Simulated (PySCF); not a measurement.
B₂ORh, SMILES [B]([O])[Rh-][B] (connectivity only; charge and spin as stated), charge -1, multiplicity 1.

The structure is a stationary point at B3LYP-D3(BJ)/def2-SVPD. The spin state was assumed, not searched. The def2 effective core potentials stand for the cores of Rh; spin–orbit coupling is left out. The values are those of a single conformer.

Computed with B3LYP-D3(BJ)/def2-SVPD run with PySCF.

Frequencies are harmonic and unscaled.

Computed harmonic wavenumbers and intensities:
```tsv
mode	ν (cm⁻¹)	IR (km/mol)	Raman (Å⁴/amu)	depolarisation	moving atoms (share of kinetic energy)
1	133	9.5	59.5	0.59	B 75 %, O 19 %
2	321	2.8	3.7	0.75	B 78 %, O 20 %
3	343	3.6	28.5	0.26	B 72 %, O 23 %
4	406	7.1	2.4	0.63	O 40 %, B 39 %, Rh 21 %
5	876	1.2	138.8	0.07	B 91 %, Rh 8 %
6	1812	428.0	68.9	0.73	B 63 %, O 37 %
```
